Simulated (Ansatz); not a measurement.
Basis-set extrapolation for CH$_{3}$BOS (`SC1BO1`) (PBE0-D4/def2-TZVP geometry, frozen core, Ansatz 0.2.0). Multiplicity 1, RHF reference.

```
                      def2-TZVPP   def2-QZVPP
                 HF  -536.735697  -536.753599
    MP2 correlation    -0.671532    -0.722617
CCSD(T) correlation    -0.732276      not run
```

Energies in hartree. Use E(X) = E(∞) + A·exp(−7.88·√X) for Hartree–Fock and E(X) = E(∞) + B·X^(−2.97) for correlation, with X = 3 and 4, and add CCSD(T) minus MP2 of the smaller set to the MP2 limit.

Question: What is the CCSD(T) energy at the basis-set limit?

Answer: HF limit: -536.753599 + (-0.017902) × 0.13774 = -536.75606. MP2 limit: -0.722617 + (-0.051085) × 0.74074 = -0.76046. Higher-order term: -0.732276 − (-0.671532) = -0.06074. Total: -537.57726 hartree, 286.9 kJ/mol below CCSD(T)/def2-TZVPP.
